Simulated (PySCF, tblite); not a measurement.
C₇H₁₃N.
Atom-mapped SMILES: `[CH2:1]=[CH:2]/[C:3]([CH3:4])=[C:5](/[CH3:6])[CH2:7][NH2:8]` (hydrogens: H9, H10 on C1; H11 on C2; H12, H13, H14 on C4; H15, H16, H17 on C6; H18, H19 on C7; H20, H21 on N8)

Geometry (GFN2-xTB, Å), atoms numbered from 1 in this order:
```
atom  x, y, z in Å
C1     2.2920   -1.9301    0.1214
C2     1.0542   -1.4565    0.2066
C3     0.6945   -0.0413    0.2228
C4     1.7439    0.9049    0.7446
C5    -0.4842    0.4244   -0.2224
C6    -0.8317    1.8851   -0.1945
C7    -1.5635   -0.4297   -0.8353
N8    -2.8157   -0.2272   -0.1098
H9     2.4887   -2.9888    0.1228
H10    3.1520   -1.2903    0.0231
H11    0.2397   -2.1651    0.2773
H12    2.3234    1.3207   -0.0799
H13    2.4225    0.3881    1.4180
H14    1.2911    1.7333    1.2827
H15   -0.1815    2.4495   -0.8631
H16   -0.7204    2.2997    0.8063
H17   -1.8634    2.0167   -0.5051
H18   -1.2595   -1.4845   -0.8886
H19   -1.7321   -0.0872   -1.8637
H20   -2.7040   -0.5174    0.8562
H21   -3.5549   -0.7873   -0.5199
```

Computed with PBE0/pcSseg-1 in PySCF (dipole) on a GFN2-xTB geometry, gas phase.

Masses are those of the commonest isotopes; rigid-rotor values at the optimised geometry. The values belong to one conformer with, in the numbering `[CH2:1]=[CH:2]/[C:3]([CH3:4])=[C:5](/[CH3:6])[CH2:7][NH2:8]`, C1–C2–C3–C4 -26°, C3–C5–C7–N8 125°, C5–C7–N8–H -62° and 179°.

(1) Give the principal moments of inertia and the rotational constants in MHz.

(2) Classify the top.

(3) What does the inertial defect say?

(4) Where do the levels up to J = 2 lie, in MHz?

(5) Predict some low-J microwave lines.

(6) Estimate the classical rotational partition function at 10 K, 25 K and 200 K.

## Answers

(1) Ia = 164.01, Ib = 374.76, Ic = 505.48 u·Å²; 505379 MHz·u·Å²/I gives A = 3081, B = 1349, C = 999.8 MHz.

(2) An asymmetric top; Ray's κ = -0.665.

(3) Not planar: Δ = Ic − Ia − Ib = -33.29 u·Å². For a rigid frame Δ = −2 Σ m c², so Σ m c² = 16.64 u·Å² lies off the ab plane: 8.52 from hydrogen and 8.12 from heavier atoms. The atom farthest from that plane is 1.48 Å away.

(4) Above 0(0,0):
J = 1: 1(0,1) 2348, 1(1,1) 4081, 1(1,0) 4430
J = 2: 2(0,2) 6998, 2(1,2) 8429, 2(1,1) 9475, 2(2,1) 14674, 2(2,0) 14722
The levels of one J sum to (2J + 1)J(J + 1)(A + B + C)/3.

(5) The dipole components are |μa| = 0.04 D, |μb| = 0.84 D, |μc| = 0.10 D. Intensities carry the squares of the components, which stand as 0.00 : 1.00 : 0.01 (a : b : c). Some lines, for components of 0.1 D or more:

| type | branch | J(Ka,Kc) | MHz | lower level (cm⁻¹) |
| --- | --- | --- | --- | --- |
| b | R | 4(2,2) ← 3(3,1) | 454 | 1.043 |
| b | Q | 1(1,0) ← 1(0,1) | 2082 | 0.078 |
| b | Q | 3(1,2) ← 3(0,3) | 3154 | 0.462 |
| b | R | 4(1,3) ← 3(2,2) | 5275 | 0.724 |
| b | R | 3(0,3) ← 2(1,2) | 5429 | 0.281 |
| b | Q | 4(2,3) ← 4(1,4) | 7540 | 0.785 |
| b | R | 4(1,4) ← 3(0,3) | 9677 | 0.462 |
| b | R | 3(2,2) ← 2(1,1) | 12244 | 0.316 |
| b | Q | 4(4,1) ← 4(3,2) | 13276 | 1.360 |
| b | R | 4(2,3) ← 3(1,2) | 14064 | 0.567 |
| b | R | 3(3,1) ← 2(2,0) | 16562 | 0.491 |
| b | R | 4(3,2) ← 3(2,1) | 18809 | 0.732 |
| b | R | 4(3,1) ← 3(2,2) | 19070 | 0.724 |

(6) Point group C1, symmetry number σ = 1; q = (√π/σ)·√((kT/h)³/(ABC)), k/h = 20836.6 MHz/K: 2620 at 10 K, 10300 at 25 K, 234000 at 200 K.

Its GFN2-xTB frequencies are all real (lowest 33 cm⁻¹). These are rigid-rotor constants of the computed structure; measured ground-state constants (B0) also hold zero-point vibration. A rigid rotor knows nothing of inversion at nitrogen or internal rotation, which can split or shift real lines. Quadrupole hyperfine structure (14N) is left out.
